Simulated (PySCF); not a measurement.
WO2F, SMILES [O]=[W+](=[O])[F], charge +1, multiplicity 1. The structure is a stationary point at PBE-D3(BJ)/def2-TZVP. The spin state was assumed, not searched. The isomer is the one that the SMILES or the coordinates give; other isomers of the formula were not compared. The def2 effective core potentials stand for the cores of W; spin–orbit coupling is left out.

Calculation: PBE-D3(BJ)/def2-TZVP (PySCF).

Harmonic wavenumbers (cm⁻¹): 254, 266, 383, 744, 1006, 1050. Rotational constants (GHz): 6.630, 5.465, 3.930; symmetry number 1.

Q: Work out the zero-point energy and the ideal-gas rigid-rotor harmonic-oscillator thermochemistry at 298.15 K and 1 atm.

A: ZPE = ½ Σ hcν = ½ × 3703 cm⁻¹ = 22.15 kJ/mol. H − E(el) = 35.83 kJ/mol. Entropy in J/(mol K): translation 176.83, rotation 105.55, vibration 19.99, total 302.36. G − E(el) = -54.32 kJ/mol. Cp = 60.21 J/(mol K).
